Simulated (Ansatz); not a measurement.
Stepwise reaction of `[Cl][GeH3]` with methanol, as a gas-phase model of exchange steps in deposition or etching. ΔE in kJ/mol.

Isolated molecules relaxed with PBE0-D4/def2-TZVP in Ansatz; ΔE leaves out vibrations. CCSD(T)/CBS adds triple-zeta CCSD(T) − MP2 to the extrapolated MP2 energy (def2 sets, frozen cores). This one scheme is used for every species. DFT in def2-TZVPP. B3LYP here is the variant with VWN-RPA as its local correlation; programs differ in this. For Ge outer-core shells are correlated without core-valence functions, which leaves a few kJ/mol of doubt a bond. Scalar relativity is left out up to krypton. Each species was taken in one conformer, which may not be the lowest.

| step | reaction | PBE-D4 | B3LYP-D4 | ωB97M-V | CCSD(T)/CBS |
| --- | --- | --- | --- | --- | --- |
| 1 | `[Cl][GeH3]` + CH₃OH → `C[O][GeH2][Cl]` + H₂ | -6.2 | -8.8 | -6.9 | -9.5 |
| 2 | `C[O][GeH2][Cl]` + CH₃OH → `C[O][GeH]([Cl])[O]C` + H₂ | -35.1 | -39.0 | -36.8 | -38.7 |

Q: By hand: ΔE of the 2 steps together at CCSD(T)/CBS.

A: (-9.5) + (-38.7) = -48.2 kJ/mol, or -24.1 kJ/mol a step.

In ΔE each step is lower than the one before. All are downhill at CCSD(T)/CBS. PBE-D4 differs from CCSD(T)/CBS by 3.3 to 3.6 kJ/mol a step. Isolated molecules leave out the surface, adducts and barriers. Largest T1 diagnostic: 0.011.
